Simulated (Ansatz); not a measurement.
A nudged elastic band was laid between two geometries of CH₆B₂Si (10 atoms, charge 0, multiplicity 1).

All numbers below come from RKS PBE0-D4/6-31G (Ansatz 0.2.0).

```json
{"movable images": "5", "climbing image": "yes", "spring": "5.0 eV/Å²", "optimiser": "quadratic models (default)", "start path": "through a guess of the saddle point", "force threshold": "0.05 eV/Å", "iteration limit": "60", "end points": "relaxed"}
```

Image 0:

```xyz
10
Properties=species:S:1:pos:R:3
B -1.316 1.547 -0.938
B -0.517 0.508 0.068
C 0.569 -0.499 -0.324
Si 1.281 -1.506 0.914
H -2.354 1.257 -1.478
H -0.930 2.668 -1.152
H -0.833 0.558 1.240
H 0.913 -0.611 -1.351
H 2.348 -2.535 0.685
H 0.839 -1.387 2.336
```

Image 6:

```xyz
10
Properties=species:S:1:pos:R:3
B -1.316 1.548 -0.938
B -0.516 0.506 0.064
C 0.570 -0.502 -0.327
Si 1.281 -1.505 0.915
H -2.355 1.259 -1.477
H -0.931 2.670 -1.148
H -0.831 0.555 1.236
H 0.914 -0.614 -1.354
H 0.836 -1.382 2.336
H 2.349 -2.535 0.692
```

(1) What changes between the two ends?

(2) What energy profile does the band end with?

(3) What is the geometry of the highest image?

Answers

(1) No bond is made or broken. The dihedral B2–C3–Si4–H10 goes from 0 to 180°. The two ends are copies of one structure, up to a mirror image or an exchange of like atoms.

(2) It converged. The highest image is number 4 of 0 to 6, 0.61 eV above the ends, which have the same energy within 2 meV. Beside the main top the profile has a ripple of under 15 meV (maxima at images 2, 4), which may be a very shallow well or noise. A vibrational analysis at the climbing image gives one clearly imaginary mode, 386i cm⁻¹: a first-order saddle point. Limits of this set-up: no polarisation functions.

```
image  path coordinate (Å)  energy (eV)  dihedral B2–C3–Si4–H10 (°)
    0                 0.00         0.00                           0
    1                 1.25         0.12                          24
    2                 2.49         0.61                          63
    3                 3.74         0.60                         100
    4                 4.99         0.61                         111
    5                 6.41         0.13                         144
    6                 7.82         0.00                         180
```

(3) 
```xyz
10
Properties=species:S:1:pos:R:3
B -1.287 1.411 -0.724
B -0.027 0.508 -0.135
C 0.888 -0.464 -0.739
Si 0.904 -1.272 0.872
H -2.429 1.166 -0.440
H -1.098 2.338 -1.466
H -0.041 0.469 1.150
H 1.083 -0.780 -1.751
H 1.705 -0.762 2.028
H 0.302 -2.615 1.205
```

Run time: 5.8 min on 1 thread of Arm Neoverse V1, with other jobs on the host, peak memory 0.12 GiB.
